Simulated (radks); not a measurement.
Results of a calculation; reference values are marked as such.
Effect of the nuclear size on the scandium ion Sc2+, [Ar] 3d1. Code: a radial shooting solver on a logarithmic mesh with Libxc functionals. Model: Dirac Kohn-Sham, PBE, spin-unpolarised, spherical densities, finite nucleus; open shells are shared between the two j in proportion to 2j + 1; Fermi nuclear charge, rms radius 3.5459 fm. The rms radius is varied about that value; shifts are against it.

rms radius (fm) = 3.1027: total energy shift (eV) -0.00910; density at nucleus (e/bohr^3) 7284; 1s1/2 shift (meV) -3.85; 2s1/2 shift (meV) -0.315; 3s1/2 shift (meV) -0.041
rms radius (fm) = 3.2906: total energy shift (eV) -0.00539; density at nucleus (e/bohr^3) 7272; 1s1/2 shift (meV) -2.28; 2s1/2 shift (meV) -0.186; 3s1/2 shift (meV) -0.024
rms radius (fm) = 3.5459: total energy shift (eV) 0; density at nucleus (e/bohr^3) 7257; 1s1/2 shift (meV) 0.000; 2s1/2 shift (meV) 0.000; 3s1/2 shift (meV) 0.000
rms radius (fm) = 3.7516: total energy shift (eV) 0.00462; density at nucleus (e/bohr^3) 7245; 1s1/2 shift (meV) 1.95; 2s1/2 shift (meV) 0.160; 3s1/2 shift (meV) 0.021
rms radius (fm) = 4.3827: total energy shift (eV) 0.0204; density at nucleus (e/bohr^3) 7214; 1s1/2 shift (meV) 8.61; 2s1/2 shift (meV) 0.706; 3s1/2 shift (meV) 0.093

Slopes of the eigenvalues against <r^2> in GHz/fm^2, as finite differences over the two radii next to the reference (eigenvalue slopes, not the field-shift constants of lines): 1s1/2 315, 2s1/2 25.8, 3s1/2 3.39.
